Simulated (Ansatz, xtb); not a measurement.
## Relative energy of two isomers of C6H6OSe

We compare X, `Oc1cccc([SeH])c1`, a singlet, with Y, `CC(=O)c1ccc[se]1`, a singlet. Both are isolated molecules in the gas phase, relaxed with B3LYP/def2-SVP; the shapes shown needn't be the lowest conformers.

X (Å):

```xyz
14

C     0.6255    1.4235   -1.7884
C    -0.6851    0.9611   -1.5954
C    -1.2442    1.0147   -0.3203
C    -0.5268    1.5197    0.7701
C     0.7815    1.9800    0.5724
C     1.3563    1.9320   -0.7060
O     1.1405    1.3572   -3.0425
Se    1.8610    2.6929    1.9975
H     2.0425    1.7037   -3.0427
H    -1.2385    0.5689   -2.4503
H    -2.2655    0.6557   -0.1669
H    -0.9871    1.5507    1.7594
H     0.8291    2.5311    3.0374
H     2.3781    2.2902   -0.8698
```

Y (Å):

```xyz
14

C     2.3776   -0.0432   -1.2977
C     0.9358    0.3561   -1.5589
C     0.1975    1.0124   -0.4628
C     0.5987    1.3442    0.8143
C    -0.3966    1.9793    1.6137
C    -1.6021    2.1600    0.9805
O     0.3988    0.1455   -2.6327
Se   -1.5926    1.5144   -0.7673
H     2.9863    0.8365   -1.0334
H     2.4407   -0.7522   -0.4565
H     2.7845   -0.5117   -2.2029
H     1.6045    1.1358    1.1856
H    -0.2165    2.2960    2.6434
H    -2.4950    2.6214    1.4027
```

Task: Estimate E(Y) − E(X) at the level CCSD(T)/def2-SVP + ΔMP2/def2-TZVPP.

Result: Calculated at CCSD(T)/def2-SVP + ΔMP2/def2-TZVPP: E(Y) − E(X) = +2.6 kcal/mol, so structure X lies lower.

How the difference moves with the method:

```tsv
level	geometry	E(Y) − E(X) (kcal/mol)	departure from the last row (kcal/mol)	job, with rough time for the two
GFN2-xTB	GFN2-xTB	+11.4	+8.8	optimisation, 0.31 s
HF/STO-3G	GFN2-xTB	+9.1	+6.6	single point, 0.73 s
r2SCAN-D4/def2-SVP	GFN2-xTB	+5.1	+2.5	single point, 6.2 s
B3LYP/def2-SVP	B3LYP/def2-SVP	+6.1	+3.5	optimisation, 41 s
HF/def2-SVP	B3LYP/def2-SVP	+9.7	+7.1	part of the CCSD(T) run
MP2/def2-SVP	B3LYP/def2-SVP	+3.2	+0.6	part of the CCSD(T) run
CCSD(T)/def2-SVP	B3LYP/def2-SVP	+3.2	+0.6	single point
CCSD(T)/def2-SVP + ΔMP2/def2-TZVPP	B3LYP/def2-SVP	+2.6		single point, 3.2 min
```

As drawn, Y has 2 C–C, 1 C=O, 2 C∷Se, 2 C–H in place of 1 C–O, 3 C∷C, 1 C–Se, 1 O–H, 1 Se–H (∷ is an aromatic bond). Structure X has a 6-membered ring (with an aromatic ring), Y a 5-membered ring (with an aromatic ring).

The levels shown agree on the order. The largest departure from CCSD(T)/def2-SVP + ΔMP2/def2-TZVPP is that of GFN2-xTB, 8.8 kcal/mol. The last row adds to CCSD(T) the change of the MP2 difference between the two basis sets, here −0.6 kcal/mol.

With thermal terms from frequencies at re-optimised GFN2-xTB minima (ideal gas, soft modes damped towards free rotors, one conformer each, 298.15 K, 1 atm): the zero-point term adds +1.3 kcal/mol; ΔH is +4.1 and ΔG +3.4 kcal/mol.

The correlated steps freeze 16 core orbitals; the filled d shell of Se is correlated, in a basis made for valence electrons. Codes used: Ansatz 0.2.0, xtb 6.7.1; the last row on 4 threads of Arm Neoverse V1 on a shared host.
